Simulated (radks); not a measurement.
The numbers below are computed, except where a source is named.
Valence configurations of Pt IV (all share [Xe]). Level of theory: scalar-relativistic Kohn-Sham, PBE, spin-polarised, spherical densities, finite nucleus; open shells are filled with parallel spins first (spin-orbit coupling, left out, can overturn this in heavy ions); Fermi nuclear charge, rms radius 5.427 fm (a radial shooting solver on a logarithmic mesh with Libxc functionals). Order these by energy: 4f14 5d6 6p1; 4f12 5d9; 4f13 5d7 6s1; 4f14 5d7; 4f12 5d7 6p2; 4f13 5d8; 4f14 5d6 6s1; 4f13.5 5d6 6s1.5; 4f13 5d7 6p1; 4f13 5d6 6s1 6p1.

Answer. From the lowest, in eV above it: 4f14 5d7 0.000; 4f14 5d6 6s1 4.521; 4f14 5d6 6p1 14.483; 4f13.5 5d6 6s1.5 44.690; 4f13 5d8 72.337; 4f13 5d7 6s1 78.801; 4f13 5d7 6p1 88.899; 4f13 5d6 6s1 6p1 96.061; 4f12 5d9 153.81; 4f12 5d7 6p2 192.47. NIST lists [Xe] 4f14 5d7 as the ground configuration; this level of theory agrees among the configurations tried. The energies are those of spherical high-spin densities, not of single terms.
